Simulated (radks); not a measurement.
Q: All-electron atom: the holmium ion Ho2+ in [Xe] 4f11 (the NIST ground configuration). Calculated with a radial shooting solver on a logarithmic mesh with Libxc functionals: Dirac Kohn-Sham, exchange-only LDA, spin-unpolarised, spherical densities, point nucleus; open shells are shared between the two j in proportion to 2j + 1.

Spin-orbit splittings of the eigenvalues, e(l+1/2) - e(l-1/2), with zeta = 2 splitting/(2l+1) and mean radii in bohr:

| shell | occ. | splitting (eV) | zeta (eV) | <r> j=l-1/2 | <r> j=l+1/2 |
|---|---|---|---|---|---|
| 2p | 6 | 856.0 | 570.6 | 0.07293 | 0.08009 |
| 3p | 6 | ? | ? | 0.2193 | 0.2328 |
| 3d | 10 | 39.08 | 15.63 | 0.2054 | 0.2097 |
| 4p | 6 | 40.27 | 26.84 | 0.5287 | 0.5601 |
| 4d | 10 | 7.302 | 2.921 | 0.5906 | 0.6017 |
| 4f | 11 | 0.9797 | 0.2799 | 0.8362 | 0.8555 |
| 5p | 6 | 5.084 | 3.389 | 1.441 | 1.549 |

Estimate the 3p splitting.

A: 178.7 eV (zeta = 119.1 eV).
